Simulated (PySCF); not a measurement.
# Calculated NMR parameters of C[C@@H]1[C@@H](F)[Si@@H](C)CC[C@@H]1F

```
Formula                               : C7H14F2Si
SMILES                                : C[C@@H]1[C@@H](F)[Si@@H](C)CC[C@@H]1F
Point group of the computed structure : C1
Degrees of unsaturation               : 1
Carbon signals                        : 7
Proton signals                        : 10
```

Molfile (atoms numbered from 1):
```
C7H14F2Si
     RDKit          3D

 24 24  0  0  0  0  0  0  0  0999 V2000
    2.3410   -0.5290   -0.3414 C   0  0  0  0  0  0  0  0  0  0  0  0
    1.4016   -0.0823    0.7744 C   0  0  2  0  0  0  0  0  0  0  0  0
    0.2000   -1.0159    0.8882 C   0  0  1  0  0  0  0  0  0  0  0  0
   -0.4464   -0.7520    2.0979 F   0  0  0  0  0  0  0  0  0  0  0  0
   -1.0970   -0.7857   -0.5179 Si  0  0  1  0  0  4  0  0  0  0  0  0
   -2.7614   -1.4816    0.0583 C   0  0  0  0  0  0  0  0  0  0  0  0
   -1.1569    1.1007   -0.7597 C   0  0  0  0  0  0  0  0  0  0  0  0
    0.2398    1.7133   -0.6939 C   0  0  0  0  0  0  0  0  0  0  0  0
    0.9426    1.3727    0.6149 C   0  0  2  0  0  0  0  0  0  0  0  0
    2.0627    2.1857    0.7309 F   0  0  0  0  0  0  0  0  0  0  0  0
    1.8084   -0.6601   -1.2796 H   0  0  0  0  0  0  0  0  0  0  0  0
    2.8059   -1.4762   -0.0786 H   0  0  0  0  0  0  0  0  0  0  0  0
    3.1239    0.2127   -0.4799 H   0  0  0  0  0  0  0  0  0  0  0  0
    1.9552   -0.1195    1.7219 H   0  0  0  0  0  0  0  0  0  0  0  0
    0.5542   -2.0487    0.9806 H   0  0  0  0  0  0  0  0  0  0  0  0
   -0.6029   -1.4699   -1.7251 H   0  0  0  0  0  0  0  0  0  0  0  0
   -2.7047   -2.5545    0.2106 H   0  0  0  0  0  0  0  0  0  0  0  0
   -3.0695   -1.0323    0.9983 H   0  0  0  0  0  0  0  0  0  0  0  0
   -3.5386   -1.2925   -0.6748 H   0  0  0  0  0  0  0  0  0  0  0  0
   -1.6174    1.3650   -1.7114 H   0  0  0  0  0  0  0  0  0  0  0  0
   -1.7759    1.5508    0.0192 H   0  0  0  0  0  0  0  0  0  0  0  0
    0.8470    1.3744   -1.5336 H   0  0  0  0  0  0  0  0  0  0  0  0
    0.1766    2.8031   -0.7560 H   0  0  0  0  0  0  0  0  0  0  0  0
    0.2999    1.6414    1.4643 H   0  0  0  0  0  0  0  0  0  0  0  0
  1  2  1  0
  2  3  1  0
  3  4  1  0
  3  5  1  0
  5  6  1  0
  5  7  1  0
  7  8  1  0
  8  9  1  0
  9 10  1  0
  9  2  1  0
  1 11  1  0
  1 12  1  0
  1 13  1  0
  2 14  1  1
  3 15  1  1
  5 16  1  6
  6 17  1  0
  6 18  1  0
  6 19  1  0
  7 20  1  0
  7 21  1  0
  8 22  1  0
  8 23  1  0
  9 24  1  1
M  END
```

Non-relativistic, rapidly exchanging positions averaged, no solvent model, one conformer. Shielding tensors at PBE0/pcSseg-1 (GIAO); GFN2-xTB structure; PySCF 2.14.0 with density-fitted response routines.

δ = σ(ref) − σ, references computed at the same level: 1H (σref 31.72) and 13C (σref 186.93) and 29Si (σref 349.16) vs TMS; CFCl3 for 19F (σref 170.95).

| carbon | δC, type | δH (multiplicity) | HMBC from (2–3 bonds) | span of the C tensor (ppm) |
| --- | --- | --- | --- | --- |
| C1 | 10.1, CH3 | 1.00 (d) | H24, H15, H14 | 17 |
| C2 | 44.7, CH | 2.84 (m) | H24, H15, H16, H23, H22, H11/H12/H13 | 16 |
| C3 | 92.5, CH | 4.78 (m) | H24, H16, H14, H20, H11/H12/H13, H21, H17/H18/H19 | 101 |
| C6 | -7.5, CH3 | 0.21 (d) | H15, H16, H20, H21 | 10 |
| C7 | 9.4, CH2 | H20 1.05 (m); H21 0.88 (m) | H24, H15, H16, H23, H22, H17/H18/H19 | 23 |
| C8 | 27.0, CH2 | H22 1.85 (m); H23 2.15 (m) | H24, H16, H14, H20, H21 | 31 |
| C9 | 94.9, CH | 5.02 (m) | H15, H14, H23, H22, H20, H11/H12/H13, H21 | 91 |

Other nuclei:
| atoms | nucleus | environment | δ (ppm) | σ (ppm) |
| --- | --- | --- | --- | --- |
| H16 | 1H | hydrogen on a silicon bonded to 3 C, in a 6-membered ring | 4.40 | 27.32 |
| F10 | 19F | fluorine on an sp3 carbon | -212.6 | 383.5 |
| F4 | 19F | fluorine on an sp3 carbon | -248.6 | 419.5 |
| Si5 | 29Si | silicon bonded to 3 C, H, in a 6-membered ring | -31.5 | 380.7 |

1. Carbon types of the structure: 3 × CH, 2 × CH2, 2 × CH3, leaving 1 H on heteroatoms.
2. δC 94.9: sp3 CH bonded to F; the inductive effect lowers its shielding.
3. δC 92.5: sp3 CH bonded to F and Si; the inductive effect lowers its shielding.
4. δC 44.7: sp3 CH in a ring; aliphatic region, no heteroatom directly attached.
5. δH 5.02: hydrogen on an sp3 CH bonded to F; its carbon carries F, hence the downfield position.
6. δH 0.21: hydrogen on a methyl carbon bonded to Si; an electropositive neighbour shields it, as in TMS itself.

Splittings by 19F in the carbon and heteronuclear signals aren't shown, as no couplings were computed. Shifts are as computed. Against solution values, carbons near 30 ppm lie about +3 ppm off and those near 130 ppm about +5 ppm. Of 1211 compounds with measured shifts, 218 miss one by over three times the rms of a fit or turn the order of signals round; such compounds aren't used in these exercises. Unscaled 19F shifts against computed CFCl3 carry errors that often reach 10 to 50 ppm. No couplings were computed; multiplicities are counted from neighbouring protons, with m where these are inequivalent, close in shift, in a saturated or five-membered ring or joined by F or P, and br s for small geminal =CH2 splittings.
